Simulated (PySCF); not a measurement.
## Ionisation energy of Nb²⁺ by level of theory

Nb²⁺ [Kr] 4d3 (4F) → Nb³⁺ [Kr] 4d2 (3F), as a difference of total energies. Calculation: PySCF 2.14, in aug-cc-pVTZ-PP with ECP28MDF (6s6p5d3f2g, 88 functions); scalar relativity through the core potential. Correlated levels: valence: 4s2 4p6 frozen. The calculations carry no spin-orbit coupling.

```tsv
method	ionisation energy (eV)	difference from reference (eV)
UHF	24.231	-0.809
MP2 (valence)	24.542	-0.498
SCS-MP2 (valence)	24.334	-0.706
CCSD (valence)	24.606	-0.434
CCSD(T) (valence)	24.609	-0.431
```

Reference: 25.04 eV (semi-empirical (NIST evaluation); NIST Atomic Spectra Database, ionization energies).

The reference lies between the lowest fine-structure levels, while these numbers refer to the centres of the terms.

Errors of the correlated levels include the incompleteness of this basis and the frozen core.
